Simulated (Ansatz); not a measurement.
Basis sets compared for [NbO4]3- (NbO₄³⁻). The state is a singlet with charge -3. Geometry PBE-D4/def2-SVPD. Ansatz on 4 threads of Intel Xeon on a shared host; times are rough, and most runs start from earlier orbitals.

Cartesian coordinates in Å:
```
Nb 0.000 0.000 0.000
O -1.554 0.695 0.835
O -0.503 -1.042 -1.503
O 0.948 -1.086 1.233
O 1.108 1.432 -0.565
```

In the def2 sets Nb takes a core potential; there is no spin–orbit coupling. A multiply charged anion in the gas phase is held together partly by the finite basis. Removing one electron lowers the energy by 5.93 eV at PBE0-D4/def2-TZVPD, so it isn't bound. At PBE-D4/def2-SVPD, PBE-D4/def2-TZVPD, PBE0-D4/def2-SVPD, PBE0-D4/def2-TZVPD the highest occupied level of the charge -3 singlet lies above zero (up to 8.63 eV). By energy differences it is unbound by 5.93 eV (vertical, against the charge -2 doublet, at PBE0-D4/def2-TZVPD) and held by the finite basis.

| level | functions | energy (Eh) | HOMO (eV) | LUMO (eV) | wall time |
| --- | --- | --- | --- | --- | --- |
| PBE-D4/def2-SVPD | 126 | -357.2898 | 8.63 | 10.29 | 4.1 s |
| PBE0-D4/def2-SVPD | 126 | -357.1943 | 7.39 | 10.81 | 7 s |

Q: Estimate the rows for PBE-D4/def2-TZVPD, PBE0-D4/def2-TZVPD (with forces).

A: 
```csv
level,functions,energy (Eh),HOMO (eV),LUMO (eV),wall time
PBE-D4/def2-TZVPD,200,-357.6419,8.52,9.63,5.5 s
PBE0-D4/def2-TZVPD (with forces),200,-357.5457,7.36,10.11,11 s
```
